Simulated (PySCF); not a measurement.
Compound: C8H15B.
InChI=1S/C8H15B/c1-7(2)8-4-3-5-9-6-8/h8-9H,1,3-6H2,2H3/t8-/m1/s1

Method: TDDFT CAM-B3LYP/def2-SVPD, vertical, gas phase, core orbitals frozen in the response (PySCF). Geometry: PBE0-D3(BJ)/def2-SVP, one conformer, isolated molecule.

Broadening: Gaussians 0.25 eV wide at half height, area fixed by f = 4.319×10⁻⁹ ∫ε dν̃. The cross-section is σ = 3.8235×10⁻²¹ ε cm², given in Mb (10⁻¹⁸ cm²). The width is an assumption, not a result. The curve ends short of the highest state used, and states not computed would add to its high-energy end.

(E (eV), σ (Mb)): (5.44, 0.00), (5.48, 0.00), (5.51, 0.01), (5.54, 0.02), (5.57, 0.04), (5.61, 0.10), (5.64, 0.18), (5.67, 0.29), (5.70, 0.45), (5.74, 0.71), (5.77, 0.91), (5.80, 1.09), (5.83, 1.22), (5.87, 1.26), (5.90, 1.18), (5.93, 1.03), (5.96, 0.83), (6.00, 0.56), (6.03, 0.38), (6.06, 0.24), (6.09, 0.14), (6.13, 0.06), (6.16, 0.03), (6.19, 0.01), (6.23, 0.01), (6.26, 0.02), (6.29, 0.04), (6.32, 0.09), (6.36, 0.24), (6.39, 0.48), (6.42, 0.88), (6.45, 1.49), (6.49, 2.64), (6.52, 3.70), (6.55, 4.79), (6.58, 5.72), (6.62, 6.44), (6.65, 6.46), (6.68, 6.08), (6.71, 5.50), (6.75, 4.95), (6.78, 5.21), (6.81, 6.60), (6.85, 11.34), (6.88, 18.13), (6.91, 28.71), (6.94, 43.74), (6.98, 70.39), (7.01, 93.28), (7.04, 115.20), (7.07, 132.16), (7.11, 141.03), (7.14, 135.27), (7.17, 119.95), (7.20, 98.31), (7.24, 66.67)

Problem. Locate the maxima and give the states behind the curve.

Solution. 212 nm (5.86 eV), ε about 330, made up of S1 (32%) and S2 (68%); 187 nm (6.64 eV), ε about 1700, made up of S3 (99%); 174 nm (7.11 eV), ε about 37000, made up of S5 (99%) (ε in L mol⁻¹ cm⁻¹; maxima over ε = 5, shares over 10%). The states used: S1 5.82 eV (f 0.0011); S2 5.88 eV (f 0.0021); S3 6.63 eV (f 0.016); S4 6.94 eV (f 0.013); S5 7.11 eV (f 0.338); S6 7.60 eV (f 0.036); S7 7.70 eV (f 0.0021); S8 7.76 eV (f 0.0027); S9 7.79 eV (f 0.0039); S10 7.84 eV (f 0.029).

Problem. Coming from long wavelengths, where does ε first pass 100 L mol⁻¹ cm⁻¹?

Solution. At about 218 nm (5.69 eV), 0.13 eV below S1.

Problem. What would ε be at 7.11 eV, the highest of these maxima, with half the width (0.125 eV)?

Solution. About 73000 L mol⁻¹ cm⁻¹ against 36900, a factor of about 1.98; a lone state at its own centre would give exactly 2.

Problem. On this curve, what absorbance would a 10⁻⁴ mol/L sample give at 193 nm over a 1 cm path?

Solution. 193 nm is 6.424 eV, where ε is about 250 L mol⁻¹ cm⁻¹, so A = ε c l ≈ 0.025 (Beer–Lambert, with the gas-phase spectrum and the assumed width).

The vertical ionisation energy (ΔSCF) is 9.00 eV, 1.16 eV above S10.
